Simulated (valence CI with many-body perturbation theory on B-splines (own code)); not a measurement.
Results of a calculation; reference values are marked as such.
## Energy levels of Cd²⁵⁺

Level of theory: configuration interaction combined with many-body perturbation theory (CI+MBPT): five valence electrons over a frozen Dirac-Fock core [Ar], radial functions for each j: 7 s, 7 p, 8 d, 6 f, 4 g, 1 h, with the one-electron correlation potential Σ1 (screened to all orders), the two-electron term Σ2, the three-electron term Σ3, Breit, model QED; selected single and double excitations, second order for the rest, scaled by the run's own slope (own B-spline code, finite nucleus).

No measured levels were compared; by estimate terms of the open shell hold to 2 to 4 % of their energy, and close levels can change places. Only levels of the ground parity were solved; by the run's estimate the other parity begins above the list, which can be wrong where configurations are misplaced.

Levels 1 to 37 of 37, with energies above the lowest level, 3d⁵ ⁶S_5/2. "Leading %" is the weight of the configuration and term that name the level; weights of strongly mixed levels are sums over their largest components and can fall short. In the jj column 3d3/2^4 stands for four electrons in 3d with j = 3/2.

| No. | Configuration | Term | J | E (eV) | Leading % | Leading jj | Second component |
| --- | --- | --- | --- | --- | --- | --- | --- |
| 1 | 3d⁵ | ⁶S | 5/2 | 0.000 | 80 | 3d3/2^3 3d5/2^2 (41 %) | 16 % 3d⁵ ⁴P |
| 2 | 3d⁵ | ⁴G | 5/2 | 10.601 | 26 | 3d3/2^4 3d5/2 (65 %) | 22 % 3d⁵ ²F |
| 3 | 3d⁵ | ⁴G | 7/2 | 14.610 | 61 | 3d3/2^3 3d5/2^2 (88 %) | 16 % 3d⁵ ²F |
| 4 | 3d⁵ | ⁴P | 3/2 | 15.098 | 46 | 3d3/2^3 3d5/2^2 (87 %) | 42 % 3d⁵ ⁴D |
| 5 | 3d⁵ | ⁴G | 11/2 | 15.190 | 73 | 3d3/2^3 3d5/2^2 (75 %) | 20 % 3d⁵ ²H |
| 6 | 3d⁵ | ⁴G | 5/2 | 15.980 | 42 | 3d3/2^3 3d5/2^2 (52 %) | 26 % 3d⁵ ⁴D |
| 7 | 3d⁵ | ⁴G | 9/2 | 16.223 | 80 | 3d3/2^3 3d5/2^2 (56 %) | 9 % 3d⁵ ⁴F |
| 8 | 3d⁵ | ⁴P | 1/2 | 17.355 | 66 | 3d3/2^3 3d5/2^2 (58 %) | 26 % 3d⁵ ⁴D |
| 9 | 3d⁵ | ⁴D | 7/2 | 19.953 | 62 | 3d3/2^2 3d5/2^3 (73 %) | 23 % 3d⁵ ⁴G |
| 10 | 3d⁵ | ⁴D | 5/2 | 20.881 | 32 | 3d3/2^3 3d5/2^2 (52 %) | 32 % 3d⁵ ²D |
| 11 | 3d⁵ | ²I | 11/2 | 22.654 | 69 | 3d3/2^2 3d5/2^3 (79 %) | 19 % 3d⁵ ⁴G |
| 12 | 3d⁵ | ⁴D | 1/2 | 23.044 | 73 | 3d3/2^2 3d5/2^3 (86 %) | 24 % 3d⁵ ⁴P |
| 13 | 3d⁵ | ²F | 7/2 | 23.417 | 42 | 3d3/2^3 3d5/2^2 (65 %) | 25 % 3d⁵ ⁴F |
| 14 | 3d⁵ | ⁴D | 3/2 | 23.506 | 46 | 3d3/2^2 3d5/2^3 (62 %) | 30 % 3d⁵ ⁴P |
| 15 | 3d⁵ | ²G | 9/2 | 24.718 | 48 | 3d3/2^2 3d5/2^3 (58 %) | 26 % 3d⁵ ⁴F |
| 16 | 3d⁵ | ⁴F | 3/2 | 24.803 | 49 | 3d3/2^2 3d5/2^3 (71 %) | 32 % 3d⁵ ²D |
| 17 | 3d⁵ | ²I | 13/2 | 24.825 | 100 | 3d3/2^2 3d5/2^3 (100 %) |  |
| 18 | 3d⁵ | ²F | 5/2 | 26.264 | 31 | 3d3/2^2 3d5/2^3 (58 %) | 22 % 3d⁵ ⁴F |
| 19 | 3d⁵ | ²H | 9/2 | 29.105 | 54 | 3d3/2^2 3d5/2^3 (99 %) | 44 % 3d⁵ ⁴F |
| 20 | 3d⁵ | ⁴F | 5/2 | 29.315 | 33 | 3d3/2^2 3d5/2^3 (53 %) | 29 % 3d⁵ ²F |
| 21 | 3d⁵ | ²G | 7/2 | 30.322 | 58 | 3d3/2^2 3d5/2^3 (90 %) | 30 % 3d⁵ ²F |
| 22 | 3d⁵ | ²D | 3/2 | 31.971 | 54 | 3d3/2 3d5/2^4 (51 %) | 39 % 3d⁵ ⁴F |
| 23 | 3d⁵ | ²F | 5/2 | 31.996 | 48 | 3d3/2^2 3d5/2^3 (63 %) | 21 % 3d⁵ ⁴F |
| 24 | 3d⁵ | ²F | 7/2 | 32.603 | 62 | 3d3/2 3d5/2^4 (58 %) | 23 % 3d⁵ ²G |
| 25 | 3d⁵ | ⁴F | 7/2 | 34.735 | 46 | 3d3/2 3d5/2^4 (61 %) | 35 % 3d⁵ ²F |
| 26 | 3d⁵ | ²S | 1/2 | 34.866 | 81 | 3d3/2^2 3d5/2^3 (36 %) | 10 % 3d⁵ ⁴P |
| 27 | 3d⁵ | ²H | 11/2 | 35.062 | 68 | 3d3/2 3d5/2^4 (94 %) | 24 % 3d⁵ ²I |
| 28 | 3d⁵ | ²G | 9/2 | 35.496 | 49 | 3d3/2 3d5/2^4 (61 %) | 29 % 3d⁵ ²H |
| 29 | 3d⁵ | ²D | 5/2 | 38.995 | 55 | 3d3/2 3d5/2^4 (54 %) | 31 % 3d⁵ ²F |
| 30 | 3d⁵ | ²D | 3/2 | 39.009 | 85 | 3d3/2 3d5/2^4 (49 %) | 9 % 3d⁵ ⁴D |
| 31 | 3d⁵ | ²D | 5/2 | 42.665 | 61 | 3d5/2^5 (36 %) | 25 % 3d⁵ ²F |
| 32 | 3d⁵ | ²G | 9/2 | 43.346 | 97 | 3d3/2^2 3d5/2^3 (65 %) |  |
| 33 | 3d⁵ | ²G | 7/2 | 45.096 | 85 | 3d3/2 3d5/2^4 (67 %) | 13 % 3d⁵ ²F |
| 34 | 3d⁵ | ²P | 3/2 | 49.365 | 82 | 3d3/2^2 3d5/2^3 (80 %) | 17 % 3d⁵ ²D |
| 35 | 3d⁵ | ²P | 1/2 | 52.585 | 90 | 3d3/2 3d5/2^4 (54 %) | 9 % 3d⁵ ²S |
| 36 | 3d⁵ | ²D | 5/2 | 56.368 | 95 | 3d3/2^2 3d5/2^3 (68 %) |  |
| 37 | 3d⁵ | ²D | 3/2 | 58.346 | 81 | 3d3/2 3d5/2^4 (76 %) | 18 % 3d⁵ ²P |

Names give the largest LS component (configuration and term), which can be under half, so a name can repeat, a term be missing and a line seem to break the LS rules; names also repeat where a configuration has a term twice.

The ionisation energy to 3d⁴ ⁵D0 of the next ion comes out as 1319.9 eV (NIST: 1320 ± 4 eV (theoretical)). All 37 levels together are meant to be complete up to 60.713 eV.
